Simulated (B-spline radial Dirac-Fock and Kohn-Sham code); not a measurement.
ΔSCF core binding energies without Breit or QED terms, calculated with a radial B-spline solver.

A sound run for tellurium as Te⁶⁺, configuration [Kr] 4d10: The ground state converged in 10 iterations, with total energy -6785.84820 Ha, virial ratio 1.94555 and highest orbital energy -124.43 eV. ΔSCF binding energies: K (1s) 32010.2 eV, L3 (2p3/2) 4437.7 eV, M5 (3d5/2) 659.4 eV.

A second run, with one unsound setting: The ground state had not converged after 3 iterations, with total energy -6785.42071 Ha, virial ratio 1.94049 and highest orbital energy -115.51 eV. ΔSCF binding energies: K (1s) 32015.9 eV, L3 (2p3/2) 4442.4 eV, M5 (3d5/2) 662.2 eV (not all states converged, so these are not final).

```
iter   energy (Ha)        error
   1    -6763.33644155  1.79e+00
   2    -6781.05815427  7.07e-01
   3    -6785.42071434  2.09e-01
```

Task: Which fault fits the second run best?
A. too few quadrature points
B. mesh too coarse
C. functional not served
D. too few iterations

Result: D. The input had maxit = 3: maxit ends the run before self-consistency.
